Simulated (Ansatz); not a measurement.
Isolated molecules relaxed with PBE0-D4/def2-TZVP in Ansatz; ΔE leaves out vibrations. CCSD(T)/CBS adds triple-zeta CCSD(T) − MP2 to the extrapolated MP2 energy (def2 sets, frozen cores). DFT in def2-TZVPP. B3LYP here is the variant with VWN-RPA as its local correlation; programs differ in this. For Ge outer-core shells are correlated without core-valence functions, which leaves a few kJ/mol of doubt a bond. Scalar relativity is left out up to krypton. One conformer a species, not always the lowest.

Reaction (redistribution): `N=[C](Cl)[GeH3]` + `[F][GeH2][O][SiH3]` → `[F][GeH2][O][GeH3]` + `N=C([SiH3])Cl`

Is it downhill or uphill in electronic energy at CCSD(T)/CBS, and by how much? (An estimate is asked.)

The calculation gave: Uphill: ΔE = +0.50 eV.

What do these levels give: PBE-D4, PBE0-D4, B3LYP-D4, ωB97X-V, ωB97M-V, B2PLYP, MP2/def2-TZVPP, SCS-MP2/def2-TZVPP, CCSD(T)/def2-TZVPP, HF/def2-QZVPP, HF/CBS(def2), MP2/CBS(def2)? (An estimate is asked.)

Computed: PBE-D4 0.40, PBE0-D4 0.46, B3LYP-D4 0.46, ωB97X-V 0.47, ωB97M-V 0.49, B2PLYP 0.47, MP2/def2-TZVPP 0.50, SCS-MP2/def2-TZVPP 0.48, CCSD(T)/def2-TZVPP 0.48, HF/def2-QZVPP 0.53, HF/CBS(def2) 0.53, MP2/CBS(def2) 0.52 eV.

Largest T1 diagnostic among the species: 0.013.

From PBE to PBE0 (25 % exact exchange), in def2-TZVPP and without D4, ΔE moves by +0.05 eV.
